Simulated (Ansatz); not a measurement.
`[OH][Sc]([F])[F]` + `[CH3][Al]([SH])[Cl]` → `[F][Sc]([F])[Cl]` + `[CH3][Al]([OH])[SH]`  (redistribution)

Gas-phase electronic energies from Ansatz, PBE0-D4/def2-TZVP geometries. CBS: MP2 limit from def2 TZ/QZ plus the TZ coupled-cluster correction, frozen cores. Functionals use def2-TZVPP. B3LYP here is the variant with VWN-RPA as its local correlation; programs differ in this. HSE06 is defined as in plane-wave codes. For Sc outer-core shells are correlated without core-valence functions, which leaves a few kJ/mol of doubt a bond. Scalar relativity is left out up to krypton. Each species was taken in one conformer, which may not be the lowest.

Is it downhill or uphill in electronic energy at CCSD(T)/CBS, and by how much? (An estimate is asked.)

Ansatz gave: Downhill: ΔE = -9.1 kJ/mol.

What do these levels give: LDA (SPW92), HSE06-D4, PBE-QIDH, revPBE, B3LYP, LC-ωPBE, HF/def2-SVP, CCSD/def2-SVP, CCSD/def2-TZVPP, HF/def2-QZVPP, MP2/def2-QZVPP, SCS-MP2/def2-QZVPP? (An estimate is asked.)

Ansatz gave: LDA (SPW92) -7.9, HSE06-D4 -10.3, PBE-QIDH -11.2, revPBE -10.8, B3LYP -13.2, LC-ωPBE -8.1, HF/def2-SVP -7.3, CCSD/def2-SVP -0.5, CCSD/def2-TZVPP -12.4, HF/def2-QZVPP -21.2, MP2/def2-QZVPP -8.3, SCS-MP2/def2-QZVPP -9.6 kJ/mol.

Largest T1 diagnostic among the species: 0.017.

In def2-TZVPP, CCSD(T) changes the Hartree–Fock value by +6.8 kJ/mol (the triples alone add +0.2 kJ/mol) and MP2 by +9.7 kJ/mol. At CCSD(T), def2-SVP lies +8.2 kJ/mol from the extrapolated value and def2-TZVPP −3.1 kJ/mol.
